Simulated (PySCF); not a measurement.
Simulated absorption spectrum

Species: B2Cl2H4N2.
InChI=1S/B2Cl2H4N2/c3-1(4)2(5)6/h5-6H2

Method: PySCF 2.14.0, density-fitted response routines, TDDFT CAM-B3LYP/def2-SVPD, vertical, gas phase, core orbitals frozen in the response. Geometry: PBE0-D3(BJ)/def2-SVP; no solvent, vibrations or thermal averaging. Torsions of this conformer, `[NH2:1][B:2]([NH2:3])[B:4]([Cl:5])[Cl:6]`: N1–B2–B4–Cl5 179°, H–N1–B2–N3 0°, H–N1–B2–N3 180°, H–N3–B2–N1 180°, H–N3–B2–N1 0°.

Each state is given a Gaussian of 0.4 eV full width at half maximum, with ε(max) = 2.175×10⁸ f / Δν̃ (Δν̃ the width in cm⁻¹). The width is an assumption, not a result. The curve ends short of the highest state used, and states not computed would add to its high-energy end.

(λ (nm), ε (L mol⁻¹ cm⁻¹)): (174.7, 6181), (176.7, 10038), (178.7, 14461), (180.7, 17590), (182.7, 18052), (184.7, 15777), (186.7, 11858), (188.7, 7730), (190.6, 4540), (192.6, 2285), (194.6, 1016), (196.6, 401), (198.6, 141), (200.6, 45), (202.6, 13), (204.6, 3), (206.6, 1), (208.6, 0), (210.6, 0), (212.6, 0), (214.6, 0), (216.6, 1), (218.6, 4), (220.6, 11), (222.6, 28), (224.6, 64), (226.6, 134), (228.6, 255), (230.6, 445), (232.6, 715), (234.6, 1059), (236.6, 1454), (238.6, 1857), (240.6, 2214), (242.6, 2472), (244.5, 2591), (246.5, 2569), (248.5, 2408), (250.5, 2139), (252.5, 1805), (254.5, 1452), (256.5, 1115), (258.5, 819), (260.5, 578), (262.5, 392), (264.5, 256), (266.5, 161), (268.5, 98), (270.5, 58), (272.5, 33), (274.5, 19), (276.5, 10), (278.5, 5), (280.5, 3), (282.5, 1), (284.5, 1)

(1) Where are the band maxima, and which computed states make them?

(2) On this curve, what absorbance would a 10⁻³ mol/L sample give at 266 nm over a 1 cm path?

(3) Coming from long wavelengths, where does ε first pass 100 L mol⁻¹ cm⁻¹?

## Answers

(1) 245 nm (5.06 eV), ε about 2600, made up of S2 (97%); 182 nm (6.81 eV), ε about 18000, made up of S5 (41%) and S6 (59%) (ε in L mol⁻¹ cm⁻¹; maxima over ε = 5, shares over 10%). The states used: S1 4.96 eV (f 0.0014); S2 5.06 eV (f 0.037); S3 5.76 eV (f 0.0000); S4 6.28 eV (f 0.0000); S5 6.73 eV (f 0.124); S6 6.87 eV (f 0.167); S7 7.39 eV (f 0.054); S8 7.40 eV (f 0.0000); S9 7.64 eV (f 0.0025); S10 7.70 eV (f 0.011).

(2) 266 nm is 4.661 eV, where ε is about 180 L mol⁻¹ cm⁻¹, so A = ε c l ≈ 0.18 (Beer–Lambert, with the gas-phase spectrum and the assumed width).

(3) At about 268 nm (4.62 eV), 0.34 eV below S1.

The vertical ionisation energy (ΔSCF) is 9.56 eV, 1.87 eV above S10.

The run took 1.8 min of wall time on x86-64 server, one thread, on a shared host.
